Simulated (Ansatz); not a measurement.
Basis-set extrapolation for `C=C[Si](O)(O)[SiH3]` (PBE0-D4/def2-TZVP geometry, frozen core, Ansatz 0.2.0). Multiplicity 1, RHF reference.

```json
{"": "HF", "def2-TZVPP": "-808.194714", "def2-QZVPP": "-808.223767"}
{"": "MP2 correlation", "def2-TZVPP": "-1.047191", "def2-QZVPP": "-1.126276"}
{"": "CCSD(T) correlation", "def2-TZVPP": "-1.142843", "def2-QZVPP": "not run"}
```

Energies in hartree. Use E(X) = E(∞) + A·exp(−7.88·√X) for Hartree–Fock and E(X) = E(∞) + B·X^(−2.97) for correlation, with X = 3 and 4, and add CCSD(T) minus MP2 of the smaller set to the MP2 limit.

Question: What is the CCSD(T) energy at the basis-set limit?

Answer: HF limit: -808.223767 + (-0.029053) × 0.13774 = -808.22777. MP2 limit: -1.126276 + (-0.079085) × 0.74074 = -1.18486. Higher-order term: -1.142843 − (-1.047191) = -0.09565. Total: -809.50828 hartree, 4.65 eV below CCSD(T)/def2-TZVPP.
